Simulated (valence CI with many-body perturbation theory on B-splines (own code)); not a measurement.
E1 transitions of Ba LII

Calculated by relativistic CI+MBPT: three valence electrons over a frozen Dirac-Fock core [He], a basis of 11 s, 11 p, 9 d, 7 f, 5 g, 2 h, 1 i functions for each j, with the one-electron correlation potential Σ1 (screened to all orders), the two-electron term Σ2, the three-electron term Σ3, Breit, model QED; selected single and double excitations, second order for the rest (own B-spline code, finite nucleus).

No measured spectrum was set against this ion. As an estimate, large intervals hold to a few tenths of a per cent, small ones and those within an open d or f shell to about a per cent.

Lines 1 to 50 of 283 in falling wavelength, among levels below 6641.1 eV, chosen from the strongest by gf and those to the six lowest levels. Wavelengths and rates use the calculated energies. Electric multipoles are in the length gauge, E1 and E2 with the static RPA response of the core. Weak lines are less certain than strong ones. Lines between different terms over intervals too small for the method are left out, as are lines whose strength nearly cancels. The highest levels of a list are the least certain.

Levels are named by their leading jj configuration (3d3/2^4 stands for four electrons in 3d with j = 3/2), which in mixed levels can hold well under half, so a name can repeat and another be missing. Letters in brackets count levels of one name in rising energy.

| λ vac (Å) | Upper | Lower | A (s⁻¹) | S (a.u.) with core polarisation | S without |
| --- | --- | --- | --- | --- | --- |
| 167.5 | (2s 2p3/2 3d5/2) J=7/2 [b] | (2s 2p3/2 3p3/2) J=5/2 [b] | 4.47e+09 | 8.30e-02 | 8.30e-02 |
| 167.5 | (2s 2p3/2 3d5/2) J=9/2 | (2s 2p3/2 3p3/2) J=7/2 | 6.03e+09 | 1.40e-01 | 1.40e-01 |
| 165.8 | (2p1/2 2p3/2 3d5/2) J=9/2 | (2p1/2 2p3/2 3p3/2) J=7/2 | 7.15e+09 | 1.61e-01 | 1.61e-01 |
| 164.0 | (2p1/2 2p3/2 3d5/2) J=7/2 [a] | (2p1/2 2p3/2 3p3/2) J=5/2 [a] | 6.67e+09 | 1.16e-01 | 1.16e-01 |
| 163.3 | (2s 2p1/2 3d5/2) J=7/2 | (2s 2p1/2 3p3/2) J=5/2 | 6.71e+09 | 1.15e-01 | 1.15e-01 |
| 162.7 | (2p1/2 2p3/2 3d5/2) J=7/2 [b] | (2p1/2 2p3/2 3p3/2) J=5/2 [b] | 6.21e+09 | 1.05e-01 | 1.05e-01 |
| 161.1 | (2s^2 3d5/2) J=5/2 | (2s^2 3p3/2) J=3/2 | 5.43e+09 | 6.72e-02 | 6.72e-02 |
| 160.2 | (2p1/2^2 3d5/2) J=5/2 | (2p1/2^2 3p3/2) J=3/2 | 7.80e+09 | 9.50e-02 | 9.50e-02 |
| 157.1 | (2s 2p1/2 3d5/2) J=5/2 [a] | (2s 2p1/2 3p3/2) J=3/2 [a] | 6.82e+09 | 7.82e-02 | 7.82e-02 |
| 150.2 | (2p1/2 2p3/2 3d5/2) J=5/2 [a] | (2p1/2 2p3/2 3p3/2) J=3/2 [a] | 6.09e+09 | 6.11e-02 | 6.12e-02 |
| 148.2 | (2s 2p1/2 3d5/2) J=5/2 [b] | (2s 2p1/2 3p3/2) J=3/2 [b] | 7.58e+09 | 7.31e-02 | 7.31e-02 |
| 139.8 | (2s 2p3/2 3d5/2) J=7/2 [a] | (2s 2p3/2 3p3/2) J=5/2 [a] | 5.96e+09 | 6.43e-02 | 6.43e-02 |
| 102.9 | (2s 2p1/2 2p3/2) J=3/2 [a] | (2s^2 2p3/2) J=3/2 | 4.30e+08 | 9.27e-04 | 9.29e-04 |
| 96.22 | (2p1/2 2p3/2 3p3/2) J=7/2 | (2s 2p3/2 3p3/2) J=5/2 [b] | 1.84e+10 | 6.48e-02 | 6.49e-02 |
| 83.24 | (2p1/2 2p3/2 3d3/2) J=5/2 [b] | (2p1/2 2p3/2 3p1/2) J=3/2 [b] | 2.24e+10 | 3.83e-02 | 3.83e-02 |
| 80.88 | (2s 2p1/2 2p3/2) J=5/2 | (2s^2 2p3/2) J=3/2 | 4.50e+09 | 7.04e-03 | 7.06e-03 |
| 79.40 | (2s 2p3/2 3p3/2) J=3/2 [a] | (2s 2p3/2 3s) J=3/2 [a] | 3.30e+10 | 3.26e-02 | 3.26e-02 |
| 79.29 | (2p1/2^2 3d3/2) J=3/2 | (2p1/2^2 3p1/2) J=1/2 | 4.78e+10 | 4.71e-02 | 4.71e-02 |
| 78.93 | (2p1/2 2p3/2 3p3/2) J=3/2 [a] | (2p1/2 2p3/2 3s) J=3/2 [b] | 3.09e+10 | 3.00e-02 | 3.00e-02 |
| 77.79 | (2p1/2 2p3/2 3d3/2) J=5/2 [a] | (2p1/2 2p3/2 3p1/2) J=3/2 [a] | 3.68e+10 | 5.13e-02 | 5.13e-02 |
| 77.20 | (2s 2p3/2 3d3/2) J=5/2 [a] | (2s 2p3/2 3p1/2) J=3/2 [a] | 2.20e+10 | 2.99e-02 | 2.99e-02 |
| 76.14 | (2p1/2^2 3p3/2) J=3/2 | (2p1/2^2 3s) J=1/2 | 8.16e+10 | 7.11e-02 | 7.11e-02 |
| 75.15 | (2s 2p3/2 3d3/2) J=7/2 | (2s 2p3/2 3p1/2) J=5/2 | 4.86e+10 | 8.13e-02 | 8.14e-02 |
| 75.06 | (2p1/2 2p3/2 3p3/2) J=7/2 | (2p1/2 2p3/2 3s) J=5/2 | 5.27e+10 | 8.79e-02 | 8.79e-02 |
| 74.89 | (2p1/2 2p3/2 3d3/2) J=7/2 | (2p1/2 2p3/2 3p1/2) J=5/2 | 4.85e+10 | 8.04e-02 | 8.04e-02 |
| 74.29 | (2p1/2 2p3/2 3p3/2) J=5/2 [a] | (2p1/2 2p3/2 3s) J=3/2 [a] | 7.03e+10 | 8.54e-02 | 8.54e-02 |
| 74.26 | (2s 2p1/2 3d3/2) J=3/2 [a] | (2s 2p1/2 3p1/2) J=1/2 [a] | 5.43e+10 | 4.39e-02 | 4.39e-02 |
| 73.92 | (2s 2p3/2 3d3/2) J=5/2 [b] | (2s 2p3/2 3p1/2) J=3/2 [b] | 6.33e+10 | 7.57e-02 | 7.57e-02 |
| 73.58 | (2s 2p1/2 3d3/2) J=5/2 | (2s 2p1/2 3p1/2) J=3/2 | 4.87e+10 | 5.75e-02 | 5.75e-02 |
| 73.54 | (2s 2p1/2 3p3/2) J=3/2 [b] | (2s 2p1/2 3s) J=1/2 [b] | 4.90e+10 | 3.85e-02 | 3.85e-02 |
| 73.39 | (2s 2p3/2 3p3/2) J=5/2 [a] | (2s 2p3/2 3s) J=3/2 [a] | 2.42e+10 | 2.83e-02 | 2.83e-02 |
| 72.92 | (2s^2 3d3/2) J=3/2 | (2s^2 3p1/2) J=1/2 | 6.06e+10 | 4.64e-02 | 4.64e-02 |
| 71.77 | (2s 2p1/2^2) J=1/2 | (2s^2 2p1/2) J=1/2 | 1.07e+10 | 3.90e-03 | 3.90e-03 |
| 71.19 | (2p1/2 2p3/2 3p3/2) J=3/2 [b] | (2p1/2 2p3/2 3s) J=3/2 [b] | 4.40e+10 | 3.13e-02 | 3.14e-02 |
| 70.96 | (2s 2p3/2 3p3/2) J=5/2 [b] | (2s 2p3/2 3s) J=3/2 [b] | 1.02e+11 | 1.08e-01 | 1.08e-01 |
| 70.89 | (2s 2p3/2 3p3/2) J=7/2 | (2s 2p3/2 3s) J=5/2 | 1.00e+11 | 1.41e-01 | 1.41e-01 |
| 69.79 | (2p1/2 2p3/2 3d3/2) J=5/2 [b] | (2p1/2 2p3/2 3p1/2) J=5/2 | 2.80e+10 | 2.82e-02 | 2.82e-02 |
| 67.66 | (2s 2p1/2 3p3/2) J=3/2 [a] | (2s 2p1/2 3s) J=1/2 [a] | 1.07e+11 | 6.56e-02 | 6.56e-02 |
| 67.60 | (2p1/2 2p3/2 3p3/2) J=5/2 [b] | (2p1/2 2p3/2 3s) J=3/2 [b] | 5.16e+10 | 4.72e-02 | 4.72e-02 |
| 67.28 | (2p1/2^2 2p3/2) J=3/2 | (2s 2p1/2 2p3/2) J=1/2 | 8.85e+09 | 5.32e-03 | 5.33e-03 |
| 67.08 | (2p1/2 2p3/2 3p3/2) J=5/2 [b] | (2p1/2 2p3/2 3s) J=5/2 | 6.40e+10 | 5.72e-02 | 5.73e-02 |
| 66.51 | (2s^2 3p3/2) J=3/2 | (2s^2 3s) J=1/2 | 1.22e+11 | 7.07e-02 | 7.07e-02 |
| 66.44 | (2s 2p3/2 3p3/2) J=3/2 [b] | (2s 2p3/2 3s) J=3/2 [b] | 5.08e+10 | 2.94e-02 | 2.94e-02 |
| 65.81 | (2s 2p1/2 3p3/2) J=5/2 | (2s 2p1/2 3s) J=3/2 | 9.96e+10 | 8.40e-02 | 8.40e-02 |
| 65.09 | (2s 2p3/2 3p3/2) J=3/2 [b] | (2s 2p3/2 3s) J=1/2 | 8.04e+10 | 4.38e-02 | 4.38e-02 |
| 64.82 | (2s 2p1/2 3p3/2) J=3/2 [b] | (2s 2p1/2 3s) J=3/2 | 6.41e+10 | 3.45e-02 | 3.45e-02 |
| 64.51 | (2s 2p3/2 3p3/2) J=1/2 [b] | (2s 2p3/2 3s) J=1/2 | 1.06e+11 | 2.82e-02 | 2.82e-02 |
| 63.67 | (2p1/2 2p3/2 3s) J=5/2 | (2s 2p3/2 3s) J=3/2 [a] | 3.28e+10 | 2.51e-02 | 2.51e-02 |
| 62.96 | (2p1/2 2p3/2 3s) J=1/2 | (2s 2p3/2 3s) J=3/2 [a] | 1.01e+11 | 2.48e-02 | 2.48e-02 |
| 62.46 | (2p1/2 2p3/2 3p3/2) J=1/2 [b] | (2p1/2 2p3/2 3s) J=3/2 [b] | 1.12e+11 | 2.69e-02 | 2.69e-02 |
